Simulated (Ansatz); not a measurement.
One elementary step

Start structure (GeH$_{4}$O, singlet), relaxed at PBE0-D4/def2-TZVP:

```json
{"atom": "Ge1", "x (Å)": "0.0106", "y (Å)": "0.2888", "z (Å)": "-1.0300"}
{"atom": "O2", "x (Å)": "-1.1253", "y (Å)": "-0.9365", "z (Å)": "-0.3775"}
{"atom": "H3", "x (Å)": "1.0845", "y (Å)": "0.6851", "z (Å)": "1.3360"}
{"atom": "H4", "x (Å)": "-0.6791", "y (Å)": "1.4766", "z (Å)": "-0.2114"}
{"atom": "H5", "x (Å)": "1.6394", "y (Å)": "0.2973", "z (Å)": "1.0067"}
{"atom": "H6", "x (Å)": "-0.9302", "y (Å)": "-1.8114", "z (Å)": "-0.7238"}
```

The step: GeH₂O ([OH][GeH]) + H₂ → GeH₄O ([OH2][GeH2]); bonds formed: Ge1–H5, O2–H3; bonds broken: H3–H5; bonds weakened to dative contacts: Ge1–O2. Ansatz 0.2.0; basis: def2-TZVPP and def2-QZVPP; cores frozen in the correlated methods. Filled d shells of the heavier atoms are correlated. The def2 sets are not built for correlating such inner shells, so the correlated values are less sure here. Extrapolation: Hartree–Fock as exp(−7.88 √X), correlation as X^−2.97. Energies below are by CCSD(T) at an estimated basis limit (MP2 extrapolated from triple and quadruple zeta, plus CCSD(T) − MP2 in triple zeta).

(1) What are the electronic barrier and the energy of the step, from the start structure to the end structure? (To be estimated.)

T1 diagnostic: at most 0.016.

## Answers

(1) Computed: Barrier 1.167 eV; step energy 0.140 eV (uphill); reverse barrier, their difference, 1.027 eV. Barrier and step energy count from the start structure, the reverse barrier from the end structure.

The saddle point: One imaginary mode of 1289i cm⁻¹.
| pair | start (Å) | saddle (Å) | end (Å) |
| --- | --- | --- | --- |
| Ge1–H5 | 2.61 | 1.83 | 1.60 |
| O2–H3 | 3.23 | 1.34 | 0.96 |
| Ge1–O2 | 1.79 | 2.00 | 2.23 |
| H3–H5 | 0.75 | 0.97 | 2.59 |

Zero-point energy (harmonic, PBE0-D4): ZPE is 0.894 eV at the start and 0.935 eV at the saddle, so the barrier goes from 1.167 to 1.208 eV.

Labels in which every atom is bracketed show which atoms are joined, not bond orders.

For scale, one of the runs: CCSD(T)/def2-TZVPP, 135 basis functions, launched by `ansatz run in.yaml --threads 2 --pin off --events-out ev --progress --plain --max-ram 4352MiB`. Time: 13 s of wall clock on 2 CPU threads of an Intel Xeon Platinum 8175M; the host was shared. Peak host memory: 0.76 GiB.
